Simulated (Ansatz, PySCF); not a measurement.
CH7NOSi2. Atoms are numbered in the order given.

```xyz
12

C      1.2867    -0.8738    -0.1738
N      1.3123     0.5209     0.2425
Si    -0.1879     1.2924     0.6403
O     -1.2504     0.1763    -0.0133
Si    -0.5302    -1.1863    -0.6729
H      1.9515    -1.0543    -1.0384
H      1.6010    -1.5784     0.6221
H      2.2254     0.9063     0.4514
H     -0.3232     2.6370     0.0063
H     -0.4801     1.4418     2.0997
H     -0.7246    -1.2196    -2.1525
H     -1.0991    -2.4312    -0.0803
```

Geometry: PBE0-D3(BJ)/def2-SVP. The structure was generated by enumeration, and PubChem lists no compound with its InChIKey, so it may never have been made. Other conformers were not sampled.

Vertical ionisation energy (IE) and electron affinity (EA) in eV. Rows of orbital energies are one-electron estimates. Where ΔSCF, EOM or ADC give a negative EA the extra electron is unbound and the value depends on the basis.

| level | IE | EA |
|---|---|---|
| −ε(HOMO), −ε(LUMO), r2SCAN/def2-TZVP (PySCF) | 5.77 | 0.30 |
| −ε(HOMO), −ε(LUMO), PBE/def2-TZVP (PySCF) | 5.50 | 0.72 |
| ΔSCF, PBE0/def2-TZVPD (Ansatz), final states of multiplicity 2 and 2 | 8.90 | -1.05 |
| ΔSCF, PBE/def2-TZVPD (Ansatz), final states of multiplicity 2 and 2 | 8.73 | -0.87 |

### Question
What vertical singlet–triplet gap does ΔSCF give with PBE0/def2-TZVPD (Ansatz, a first-principles code) and with PBE/def2-TZVPD (Ansatz)? (The exact figures need the calculation; the answer reports its results.)

### Answer
5.28 and 5.00 eV (triplet above singlet where positive).
